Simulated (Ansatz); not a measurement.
C$_{4}$H$_{9}$LiO, charge +1, doublet, at a GFN2-xTB geometry (such geometries of metal compounds can be far from the true shape) (a state made from the parent by changing its charge; the spin is typed, not shown lowest); PBE/def2-SV(P) in Ansatz (a first-principles code).

Input for Ansatz:
Ansatz 0.2 input:
```yaml
crystal:
  periodic: [false, false, false]
  atoms:
    - {symbol: Li, position_ang: [1.00275402, 1.90289940, 1.94010571]}
    - {symbol: O, position_ang: [0.42811941, 0.81981246, 0.84106518]}
    - {symbol: C, position_ang: [-0.07634044, -0.06171066, -0.00743218]}
    - {symbol: C, position_ang: [1.01719818, -1.15247791, -0.34195455]}
    - {symbol: C, position_ang: [-1.36757166, -0.71656562, 0.44818983]}
    - {symbol: C, position_ang: [-0.26881521, 0.62624137, -1.41888001]}
    - {symbol: H, position_ang: [0.63507046, -1.83349040, -1.09361338]}
    - {symbol: H, position_ang: [1.21378005, -1.68000699, 0.58880178]}
    - {symbol: H, position_ang: [1.93137196, -0.67982516, -0.68895318]}
    - {symbol: H, position_ang: [-1.20791031, -1.24093350, 1.39012098]}
    - {symbol: H, position_ang: [-1.73909090, -1.41960691, -0.29026196]}
    - {symbol: H, position_ang: [-2.12734785, 0.04276591, 0.63187034]}
    - {symbol: H, position_ang: [0.65988777, 1.08476246, -1.74564783]}
    - {symbol: H, position_ang: [-1.02408265, 1.39647012, -1.27974469]}
    - {symbol: H, position_ang: [-0.60172127, -0.11025644, -2.14094915]}
basis:
  gaussian:
    orbitals: def2-SV_P_.json
hamiltonian:
  xc: pbe
total_charge: 1
magnetization: {spin_polarized: true, initial_magnetization: 1}
```
The basis file holds def2-SV(P) in the JSON format of the Basis Set Exchange.

What the program printed (banner, timings and long lists left out):

```
Functional definition: PBE
1361 factors; their error is unknown
mean field evaluation 1: about -6504.0143 eV, gradient 6.8e1 eV
mean field evaluation 2: about -6408.7931 eV, gradient 1.3e2 eV
mean field evaluation 4: about -6525.4350 eV, gradient 9.7e0 eV
mean field evaluation 8: about -6525.9415 eV, gradient 2.2e-1 eV
mean field evaluation 16: about -6525.8842 eV, gradient 1.3e-3 eV
mean field evaluation 32: about -6525.7379 eV, gradient 2.1e0 eV
mean field -6525.88417086 eV, -239.8218198761 hartree, gradient 1.0e-5 eV, S^2 0.751893; 3 other end points of the search recorded, 0 dependent functions left out
reference -6525.88422911 eV, -239.8218220167 hartree; 22, 21 occupied and 75, 76 virtual orbitals, 1361 factors
Total energy: -6525.88422911 eV, -239.8218220167 hartree
```
